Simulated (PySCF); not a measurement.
Members of one series of related molecules.

All values: CAM-B3LYP/def2-SVPD (PySCF) at GFN2-xTB geometries, gas phase, one conformer each. Core orbitals are frozen in the response; Δα² is half the sum of the squared differences of the principal polarisabilities.

**Question.** Rank by HOMO energy, lowest first.
A. `[H]/N=C(\CO)CC#C[SiH3]`
B. `[H]/N=C(\CN)CC#C[SiH3]`
C. `[H]/N=C(/CC#C[SiH3])C(=O)O`
D. `N(/[H])=C(/CC#N)CC#C[SiH3]`

**Answer.** D (-9.24 eV), C (-9.08 eV), A (-8.90 eV), B (-8.72 eV).

**Question.** Rank by mean static polarisability, lowest first.
A. `[H]/N=C(/CC#C[SiH3])C(F)F`
B. `[H]/N=C(\CN)CC#C[SiH3]`
C. `[H]/N=C(\C=C)CC#C[SiH3]`
D. `[H]/N=C\CC#C[SiH3]`
E. `C(C#C[SiH3])/C(C(O)=O)=N/[H]`

**Answer.** D (11.96 Å³), A (13.99 Å³), E (14.70 Å³), B (15.12 Å³), C (15.72 Å³).

**Question.** Rank by dipole moment, highest first.
A. `[H]/[N:1]=[CH:2]\[CH2:3][C:4]#[C:5][SiH3:6]` with N1–C2–C3–C4 1°
B. `[H]/[N:1]=[C:2](\[CH2:3][NH2:4])[CH2:5][C:6]#[C:7][SiH3:8]` with N1–C2–C3–N4 14°, C2–C3–N4–H -173° and 68°, N1–C2–C5–C6 -118°
C. `[H]/[N:1]=[C:2](/[CH2:3][C:4]#[C:5][SiH3:6])[C:7](=[O:8])[OH:9]` with N1–C2–C3–C4 111°, N1–C2–C7–O8 160°, C2–C7–O9–H 180°
D. `[H]/[N:5]=[C:4](\[CH2:3][C:2]#[N:1])[CH2:6][C:7]#[C:8][SiH3:9]` with C2–C3–C4–N5 -112°, C3–C4–C6–C7 61°
E. `[H]/[N:1]=[C:2](/[CH2:3][C:4]#[C:5][SiH3:6])[CH:7]([F:8])[F:9]` with N1–C2–C3–C4 -115°, N1–C2–C7–F8 -7°

**Answer.** D (3.05 D), B (2.84 D), A (2.31 D), C (1.74 D), E (1.39 D).

All values together:

```json
{"SMILES": "[H]/N=C\\CC#C[SiH3]", "change": "parent", "formula": "C4H7NSi", "μ (D)": "2.31", "HOMO (eV)": "-9.04", "LUMO (eV)": "0.96", "α (Å³)": "11.96", "Δα (Å³)": "6.52", "electrons": "52", "α per electron (Å³)": "0.230"}
{"SMILES": "[H]/N=C(/CC#C[SiH3])C(F)F", "change": "H on C replaced by CHF2", "formula": "C5H7F2NSi", "μ (D)": "1.39", "HOMO (eV)": "-9.25", "LUMO (eV)": "0.06", "α (Å³)": "13.99", "Δα (Å³)": "6.48", "electrons": "76", "α per electron (Å³)": "0.184"}
{"SMILES": "[H]/N=C(/CC#C[SiH3])C(=O)O", "change": "H on C replaced by COOH", "formula": "C5H7NO2Si", "μ (D)": "1.74", "HOMO (eV)": "-9.08", "LUMO (eV)": "-0.90", "α (Å³)": "14.70", "Δα (Å³)": "5.46", "electrons": "74", "α per electron (Å³)": "0.199"}
{"SMILES": "[H]/N=C(\\CC#N)CC#C[SiH3]", "change": "H on C replaced by CH2CN", "formula": "C6H8N2Si", "μ (D)": "3.05", "HOMO (eV)": "-9.24", "LUMO (eV)": "0.15", "α (Å³)": "15.76", "Δα (Å³)": "6.14", "electrons": "72", "α per electron (Å³)": "0.219"}
{"SMILES": "[H]/N=C(\\C=C)CC#C[SiH3]", "change": "H on C replaced by vinyl", "formula": "C6H9NSi", "μ (D)": "2.21", "HOMO (eV)": "-8.88", "LUMO (eV)": "-0.43", "α (Å³)": "15.72", "Δα (Å³)": "7.24", "electrons": "66", "α per electron (Å³)": "0.238"}
{"SMILES": "[H]/N=C(\\CO)CC#C[SiH3]", "change": "H on C replaced by CH2OH", "formula": "C5H9NOSi", "μ (D)": "1.53", "HOMO (eV)": "-8.90", "LUMO (eV)": "0.62", "α (Å³)": "14.50", "Δα (Å³)": "6.29", "electrons": "68", "α per electron (Å³)": "0.213"}
{"SMILES": "[H]/N=C(\\CN)CC#C[SiH3]", "change": "H on C replaced by CH2NH2", "formula": "C5H10N2Si", "μ (D)": "2.84", "HOMO (eV)": "-8.72", "LUMO (eV)": "0.79", "α (Å³)": "15.12", "Δα (Å³)": "6.44", "electrons": "68", "α per electron (Å³)": "0.222"}
```

Conformers: `[H]/[N:1]=[CH:2]\[CH2:3][C:4]#[C:5][SiH3:6]` with N1–C2–C3–C4 1°; `[H]/[N:1]=[C:2](/[CH2:3][C:4]#[C:5][SiH3:6])[CH:7]([F:8])[F:9]` with N1–C2–C3–C4 -115°, N1–C2–C7–F8 -7°; `[H]/[N:1]=[C:2](/[CH2:3][C:4]#[C:5][SiH3:6])[C:7](=[O:8])[OH:9]` with N1–C2–C3–C4 111°, N1–C2–C7–O8 160°, C2–C7–O9–H 180°; `[H]/[N:5]=[C:4](\[CH2:3][C:2]#[N:1])[CH2:6][C:7]#[C:8][SiH3:9]` with C2–C3–C4–N5 -112°, C3–C4–C6–C7 61°; `[H]/[N:4]=[C:3](\[CH:2]=[CH2:1])[CH2:5][C:6]#[C:7][SiH3:8]` with C1–C2–C3–N4 -19°, C2–C3–C5–C6 60°; `[H]/[N:1]=[C:2](\[CH2:3][OH:4])[CH2:5][C:6]#[C:7][SiH3:8]` with N1–C2–C3–O4 11°, C2–C3–O4–H 63°, N1–C2–C5–C6 -114°; `[H]/[N:1]=[C:2](\[CH2:3][NH2:4])[CH2:5][C:6]#[C:7][SiH3:8]` with N1–C2–C3–N4 14°, C2–C3–N4–H -173° and 68°, N1–C2–C5–C6 -118°.

**Question.** Give the shifts from the parent, `[H]/N=C\CC#C[SiH3]`.

**Answer.** 
```tsv
SMILES	change in μ (D)	change in HOMO (eV)	change in LUMO (eV)	change in mean α (Å³)
[H]/N=C(/CC#C[SiH3])C(F)F	-0.92	-0.21	-0.90	+2.03
[H]/N=C(/CC#C[SiH3])C(=O)O	-0.57	-0.04	-1.86	+2.74
[H]/N=C(\CC#N)CC#C[SiH3]	+0.74	-0.20	-0.81	+3.80
[H]/N=C(\C=C)CC#C[SiH3]	-0.10	+0.16	-1.39	+3.76
[H]/N=C(\CO)CC#C[SiH3]	-0.78	+0.14	-0.34	+2.54
[H]/N=C(\CN)CC#C[SiH3]	+0.53	+0.32	-0.17	+3.16
```

**Question.** How closely does the mean polarisability follow the number of electrons in this set?

**Answer.** The correlation coefficient is 0.65; α per electron runs from 0.184 to 0.238 Å³.
